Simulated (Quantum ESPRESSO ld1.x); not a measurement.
Problem. The tantalum ion Ta55+, 18 electrons, occupied as [Ar] (the NIST ground configuration). Calculated with ld1.x of Quantum ESPRESSO 7.5: non-relativistic Kohn-Sham, LDA (Slater exchange, Perdew-Zunger correlation), spin-polarised, spherical densities, point nucleus; relativity is left out, which matters for an element this heavy. Some entries of the table are withheld. Estimate them.

orbital  occ.  eigenvalue (eV)  <1/r> (bohr^-1)
1s          2         -65834.9              (1)
2s          2         -13945.1            17.15
2p          6              (2)              (3)
3s          2              (4)            7.130
3p          6         -5402.64            7.090
3d          0         -5165.55            6.989
4s          0              (5)              (6)

Solution. 
(1) 1s <1/r> (bohr^-1): 72.41
(2) 2p eigenvalue (eV): -13560.5
(3) 2p <1/r> (bohr^-1): 17.14
(4) 3s eigenvalue (eV): -5552.72
(5) 4s eigenvalue (eV): -2951.50
(6) 4s <1/r> (bohr^-1): 3.841
